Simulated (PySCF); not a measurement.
These are PBE-D3(BJ)/def2-TZVP // B3LYP-D3(BJ)/def2-TZVP in PySCF values and carry that method's errors. Isolated molecules, 0 K electronic values unless said otherwise. One relaxed conformer stands for a flexible species; it need not be the lowest. Excitations are Tamm–Dancoff values on a coarser integration grid. The basis has no diffuse functions, so Rydberg states are missing or too high.

Reference species (SMILES): `C/[SiH]=[SiH]/O` (Si–Si–O–H torsion 129°) (neutral, multiplicity 1).

```yaml
brightest of the four lowest singlets (TDA): 4.17 eV
LUMO: -2.43 eV
HOMO–LUMO gap: 2.33 eV
```

Changed species: `[SiH](OC)=[SiH2]` (C–O–Si–Si torsion 142°).

### Question
Predict the effect on the brightest of the four lowest singlets (TDA), LUMO and HOMO–LUMO gap.

### Answer
the brightest of the four lowest singlets (TDA) rises by 0.09 eV, to 4.26 eV; the LUMO falls by 0.27 eV, to -2.70 eV; the HOMO–LUMO gap rises by 0.06 eV, to 2.39 eV.
